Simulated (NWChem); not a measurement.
A series in which one site is exchanged, each optimised at PBE0/def2-SVP with NWChem, gas phase unless a solvent is named. For some, no frequency run checked for a minimum. def2 effective core potentials on Zr, I, Hf; no spin-orbit coupling.

A: [I][HfH3] (HfH₃I; site = Hf)
B: [ZrH3][I] (ZrH3I; site = Zr)
C: [TiH3][I] (TiH₃I; site = Ti)
D: [SiH3]I (SiH$_{3}$I; site = Si)

Task: Rank them by static polarisability, PBE0/def2-SVPD (bohr³), lowest first.

Result: D (64.6), C (80.3), A (83.2), B (86.2)
